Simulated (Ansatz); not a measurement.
Input and output for C4H8Br2 (`C[C@H](Br)[C@@H](C)Br`).

```yaml
crystal:
  periodic: [false, false, false]
  atoms:
    - {symbol: C, position_ang: [-0.092909, 0.324338, 1.930690]}
    - {symbol: C, position_ang: [0.313417, -0.303964, 0.619977]}
    - {symbol: Br, position_ang: [2.272297, -0.118049, 0.451685]}
    - {symbol: C, position_ang: [-0.313257, 0.304158, -0.620032]}
    - {symbol: C, position_ang: [0.092762, -0.324580, -1.930632]}
    - {symbol: Br, position_ang: [-2.272198, 0.119044, -0.451643]}
    - {symbol: H, position_ang: [0.107447, 1.397666, 1.924586]}
    - {symbol: H, position_ang: [-1.159670, 0.170896, 2.101408]}
    - {symbol: H, position_ang: [0.460847, -0.123884, 2.755062]}
    - {symbol: H, position_ang: [0.152193, -1.382425, 0.624599]}
    - {symbol: H, position_ang: [-0.151632, 1.382558, -0.624895]}
    - {symbol: H, position_ang: [-0.108348, -1.397768, -1.924409]}
    - {symbol: H, position_ang: [1.159645, -0.171893, -2.101278]}
    - {symbol: H, position_ang: [-0.460603, 0.123914, -2.755118]}
basis:
  gaussian: {orbitals: cc-pVTZ, final_grid: {core_spheres: 5, valence_spheres: 4, degree: 11}}
hamiltonian: {xc: {name: CAM-B3LYP}, dispersion: d4}
output: {forces: true}
```

```sh
$ ansatz run in.yaml --threads 2 --pin off --events-out ev --progress --plain --max-ram 31744MiB --backend cuda --devices 0, --max-vram 18GiB
```

It prints (some lines left out):

```
Functional definition: CAM-B3LYP
1944 factors; their error is unknown
427 factors; integrals over basis functions are off by at most 2.1e-5 eV
mean field evaluation 1: about -144373.5846 eV, gradient 5.3e1 eV
mean field evaluation 2: about -144373.7977 eV, gradient 5.0e1 eV
mean field evaluation 4: about -144379.7319 eV, gradient 2.7e0 eV
mean field evaluation 8: about -144379.7468 eV, gradient 1.4e-1 eV
mean field evaluation 16: about -144380.0645 eV, gradient 1.1e-4 eV
mean field -144380.06454404 eV, -5305.8695076709 hartree, gradient 4.6e-5 eV, S^2 0.000000; 0 other end points of the search recorded, 0 dependent functions left out
reference -144380.06464493 eV, -5305.8695113784 hartree; 51, 51 occupied and 267, 267 virtual orbitals, 1944 factors
Total energy: -144380.40653104 eV, -5305.8820754614 hartree
Atom 0 at    -0.092909     0.324338     1.930690 Å, force    -0.057870     0.101269     0.161578 eV/Å
Atom 1 at     0.313417    -0.303964     0.619977 Å, force    -0.115723    -0.241107    -0.168668 eV/Å
Atom 2 at     2.272297    -0.118049     0.451685 Å, force     0.129463     0.056658    -0.001337 eV/Å
Atom 3 at    -0.313257     0.304158    -0.620032 Å, force     0.115078     0.240863     0.168451 eV/Å
Atom 4 at     0.092762    -0.324580    -1.930632 Å, force     0.057716    -0.101612    -0.161088 eV/Å
Atom 5 at    -2.272198     0.119044    -0.451643 Å, force    -0.129354    -0.056751     0.001354 eV/Å
Atom 6 at     0.107447     1.397666     1.924586 Å, force     0.033277    -0.119532    -0.024484 eV/Å
Atom 7 at    -1.159670     0.170896     2.101408 Å, force     0.058978     0.058813     0.017533 eV/Å
Atom 8 at     0.460847    -0.123884     2.755062 Å, force    -0.083521    -0.022368    -0.088559 eV/Å
Atom 9 at     0.152193    -1.382425     0.624599 Å, force     0.069308     0.129421     0.071936 eV/Å
Atom 10 at    -0.151632     1.382558    -0.624895 Å, force    -0.068920    -0.129269    -0.071765 eV/Å
Atom 11 at    -0.108348    -1.397768    -1.924409 Å, force    -0.033195     0.119820     0.024410 eV/Å
Atom 12 at     1.159645    -0.171893    -2.101278 Å, force    -0.058695    -0.058521    -0.017911 eV/Å
Atom 13 at    -0.460603     0.123914    -2.755118 Å, force     0.083459     0.022316     0.088549 eV/Å
Dipole moment:     0.000025    -0.000163    -0.000006 e Å
```

Run time 3.5 s (2 threads of an AMD EPYC 7R13 on a shared host and a share of an NVIDIA H100 80 GB); peak host memory 1 GiB.
